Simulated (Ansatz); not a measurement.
As₆. The state is a singlet with charge 0. Geometry PBE-D4/def2-SVP; atoms count from 1.

```xyz
6

As    0.255    1.026    1.250
As   -2.403   -2.393    1.257
As   -0.822   -1.129    0.449
As    2.394    0.873    0.138
As   -0.833    0.882   -1.101
As    1.408    0.742   -1.993
```

The restricted singlet is unstable towards broken spin symmetry at other levels; at PBE0-D4/def2-TZVP this wasn't settled. Another isomer (singlet) lies 2.57 eV lower at PBE0-D4/def2-TZVP; other spin states weren't run for this one.

Q: Estimate the Mulliken populations from the PBE0/def2-TZVP orbitals of Ansatz.

A: 
```tsv
atom	charge (e)
As1	0.00
As2	-0.08
As3	0.13
As4	-0.02
As5	0.00
As6	-0.02
```
Mulliken values depend strongly on the basis.

Q: And the Mayer bond orders between heavy atoms (over 0.3)?

A: As1–As3 0.69 (2.54 Å); As1–As4 1.20 (2.42 Å); As1–As5 0.97 (2.60 Å); As2–As3 2.10 (2.18 Å); As3–As5 0.69 (2.54 Å); As4–As6 1.57 (2.35 Å); As5–As6 1.20 (2.42 Å).
